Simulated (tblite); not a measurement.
A tight-binding relaxation on `C[CH2][Ge@@H]1[CH2]C[O]1`.

Computed with GFN2-xTB geometry optimisation, gas phase (tblite 0.8.0). Start geometry: from a force field or distance geometry. A driver script takes a list of jobs; this job's settings line and coordinates (Å) are shown.

Command:
```bash
OMP_NUM_THREADS=1 python probes_run.py task.json out
```

Input:
```
{"job": {"kind": "relax", "xc": "GFN2-xTB", "basis": "xTB"}, "charge": 0, "multiplicity": 1}
C      1.932600    -0.656800    -0.655200
C      1.659600     0.256300     0.501300
Ge    -0.163200     0.505000     0.968600
C     -1.497600    -0.542500     0.061000
C     -2.164000     0.653700    -0.554900
O     -1.151000     1.513400    -0.135200
H      3.036900    -0.745500    -0.746600
H      1.586200    -0.253900    -1.619600
H      1.563000    -1.685000    -0.456300
H      2.109600     1.242200     0.261000
H      2.228300    -0.106700     1.405900
H     -0.455600     0.684000     2.471900
H     -1.162600    -1.330000    -0.611700
H     -2.181400    -1.007000     0.821800
H     -3.125900     0.972800    -0.076400
H     -2.222600     0.508800    -1.646900
```

Problem. Estimate the output.

Solution. 
```
step      E/eV     max force
  0    -533.25953    4.472
  1    -533.76596    1.568
  2    -533.91767    1.299
  3    -534.00354    0.775
  4    -534.03978    0.625
  5    -534.06612    0.507
  6    -534.09056    0.399
  7    -534.11097    0.398
  8    -534.12513    0.412
  9    -534.13434    0.302
... (91 lines left out)
101    -534.18119    0.028
102    -534.18131    0.031
103    -534.18144    0.028
104    -534.18156    0.028
105    -534.18167    0.031
106    -534.18177    0.027
107    -534.18187    0.028
108    -534.18194    0.021
109    -534.18197    0.015
110    -534.18199    0.009
```

«max force» is the largest atomic force in eV/Å.

Problem. From which step on does the largest force stay under 0.1 eV/Å, and how much energy is left to gain from there?

Solution. From step 18 (0.092 eV/Å), 22.4 meV above the end.

In short: energy lowered by 21.3 kcal/mol over 110 steps; largest atomic force 0.009 eV/Å at the end.

Problem. Give the final coordinates.

Solution. 0.298 Å rms from the input after alignment:
```
atom  x, y, z in Å
C1     1.9381   -0.5011   -0.7505
C2     1.7428    0.1732    0.5981
Ge3   -0.2021    0.4303    1.0274
C4    -1.6736   -0.6890    0.2616
C5    -2.0010    0.5375   -0.5970
O6    -0.9948    1.4830   -0.2340
H7     2.9949   -0.5505   -1.0080
H8     1.4210    0.0593   -1.5276
H9     1.5412   -1.5151   -0.7367
H10    2.1974    1.1645    0.5933
H11    2.2154   -0.4017    1.3930
H12   -0.4262    1.0551    2.4135
H13   -1.3544   -1.5474   -0.3244
H14   -2.4789   -0.9849    0.9284
H15   -2.9873    0.9544   -0.3780
H16   -1.9402    0.3415   -1.6703
```

Time: 0.99 s. Hardware: one thread of an Arm Neoverse N1, shared host with 64 logical CPUs at a one-minute load of 60.
Labels such as C1 count atoms from 1, the log's own numbers from 0.
